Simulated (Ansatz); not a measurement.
A structure relaxed at PBE0-D4/def2-SVP in Ansatz, charge 0, singlet:

Cartesian coordinates in Å:
```
Na -0.9717 1.8265 -2.4185
Na -0.9246 -2.2393 2.1157
Na 2.4785 1.7868 -1.0088
Na 2.4898 -0.7091 1.8132
Na -3.0716 -0.6644 -0.5023
H 3.1871 0.6815 0.5255
H 1.0211 -1.8926 2.5344
H 0.9721 2.3466 -2.2328
H -2.5852 0.7467 -1.8622
H -2.5954 -1.8827 1.0359
```

Question: Give its formula.

Answer: Na₅H₅.

Question: Summarise the bond lengths by kind (pairs closer than 1.2 times the sum of covalent radii, bridged metal pairs left out).

Answer: 10 × H–Na 2.02 Å.

The structure comes from a short search, and lower isomers may exist.
